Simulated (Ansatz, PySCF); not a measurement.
Breaking the Ga1–H6 bond in GaGeH5 (SMILES [GaH2][GeH3]) (multiplicity 1 held, fragments rigid). Energies count from the point at 1.575 Å.
Geometry at that point (charge 0, multiplicity 1):
```xyz
7

Ga    -1.2304    -0.0777    -0.2920
Ge     1.1573     0.0702     0.2737
H      1.9820    -1.1429    -0.1997
H      1.7871     1.3290    -0.3615
H      1.3593     0.1998     1.7986
H     -2.2172     1.0451     0.2026
H     -1.8013    -1.2698    -1.1461
```

Active spaces are followed from a long bond inwards. Levels need not reach the same state.

Correlated levels freeze the cores. Filled d and f shells under p-block atoms count as core. Rows in 3-21G carry no dispersion term and start afresh at each structure; the Pople sets are all-electron and without relativity.

Programs: Ansatz (Gaussian orbitals); PySCF for 3-21G rows. Each number belongs to the level named beside it.

What is the computed energy at R = 5.038 Å (FIC-MRCISD+Q on CASSCF(2,2)/cc-pVTZ)?

3.52 eV

What is the computed energy at R = 5.038 Å (R-HF/3-21G)?

6.81 eV

Give the energy at R = 5.038 Å at the level SC-NEVPT2 on CASSCF(2,2)/cc-pVTZ.

3.37 eV

Doubts at one or more of the structures used: a restricted determinant that unrestricted orbitals would lower (R-HF/3-21G).

Ansatz is an electronic-structure program.
